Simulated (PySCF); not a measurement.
EPR parameters of C6H5N2O

Compound: C6H5N2O (doublet state).
Numbering: `[CH2:1]=[N:2][C@@H:3]1[C:4]=[CH:5][C@@H:6]([C:7]#[N:8])[O:9]1` (hydrogens: H10, H11 on C1; H12 on C3; H13 on C5; H14 on C6)

Geometry (GFN2-xTB, Å), atoms numbered from 1 in this order:
```
atom  x, y, z in Å
C1    -2.5619    0.0702    0.4421
N2    -1.8509   -0.9583    0.4948
C3    -0.5127   -0.9947    0.0142
C4     0.4300   -1.2783    1.1333
C5     1.3176   -0.3494    1.3325
C6     1.0709    0.7228    0.2562
C7     2.2646    0.8758   -0.5506
N8     3.2116    0.9818   -1.1816
O9    -0.0085    0.2396   -0.5335
H10   -3.5681    0.0028    0.8284
H11   -2.2409    1.0261    0.0271
H12   -0.4762   -1.7713   -0.7633
H13    2.1094   -0.2614    2.0470
H14    0.8146    1.6939    0.7112
```

The hyperfine couplings belong to this conformer and change with its torsions.

Method used: UKS B3LYP, pcH-1 on C H N O, non-relativistic, mean-field spin-orbit, GIAO in PySCF. One conformer (not necessarily the lowest) at the GFN2-xTB geometry, without solvent, vibrations or thermal averaging. The geometry wasn't refined by DFT: couplings that depend on bond lengths, twists or pyramidal angles can differ widely from those at the functional's own minimum. No stability test was run, so a lower SCF solution isn't excluded.

```
g1, g2, g3                      : 2.00181, 2.00216, 2.00239
g_iso                           : 2.00212
Form of g                       : rhombic: the two nearest values differ by 40 % of g3 − g1
⟨S²⟩                            : 0.7596 (exact 0.7500)
HOMO–LUMO gap, α and β orbitals : 6.46, 3.82 eV
```

Hyperfine couplings atom by atom, in MHz; T1 to T3 are the principal values of the dipolar part; ρ(0) is the spin density at the nucleus:

```tsv
atom	isotope	a_iso	T1	T2	T3	Mulliken spin population	ρ(0) (bohr⁻³)
C1	13C	-0.5	-1.4	0.0	1.4	-0.01	-0.0005
N2	14N	3.6	-0.7	0.3	0.4	0.01	0.0113
C3	13C	52.8	-7.3	-6.1	13.4	0.00	0.0470
C4	13C	478.4	-78.2	-56.7	134.9	1.00	0.4256
C5	13C	30.5	-21.3	1.4	19.9	-0.14	0.0271
C6	13C	76.2	-7.6	-6.3	13.9	0.08	0.0677
C7	13C	-7.0	-1.6	-0.2	1.7	-0.01	-0.0062
N8	14N	0.5	-0.9	-0.8	1.6	0.02	0.0015
O9	17O	-2.8	-14.1	6.8	7.3	0.03	0.0046
H10	1H	1.2	-1.1	-0.9	2.0	0.00	0.0003
H11	1H	2.0	-1.5	-1.2	2.8	0.00	0.0005
H12	1H	4.9	-6.9	-5.1	12.0	0.00	0.0011
H13	1H	40.6	-6.0	-4.7	10.7	0.02	0.0091
H14	1H	-10.3	-4.0	-1.8	5.8	0.00	-0.0023
```

Largest spin populations (Mulliken): C4 (+1.00), C5 (-0.14) and C6 (+0.08). C4 is the only atom above +0.15.

Axes: g1 points within 5° of the C5–H13 bond.

Under fast tumbling the dipolar parts average out, and these isotropic splittings remain: 1 × 1H (H13, I = 1/2, 2 lines) with 1.45 mT, 1 × 1H (H14, I = 1/2, 2 lines) with 0.37 mT, 1 × 1H (H12, I = 1/2, 2 lines) with 0.18 mT, 1 × 14N (N2, I = 1, 3 lines) with 0.13 mT, 1 × 1H (H11, I = 1/2, 2 lines) with 0.07 mT and 1 × 1H (H10, I = 1/2, 2 lines) with 0.04 mT.

The 13C coupling of C4 (478.4 MHz) shows only in satellite lines or after enrichment, since that isotope makes up about 1.07 % of natural carbon.

The spin density at the nucleus, in bohr⁻³, is negative for C7 (-0.0062) and H14 (-0.0023), for instance. A restricted open-shell determinant has no negative spin density anywhere; here it arises because α and β orbitals differ (spin polarisation).
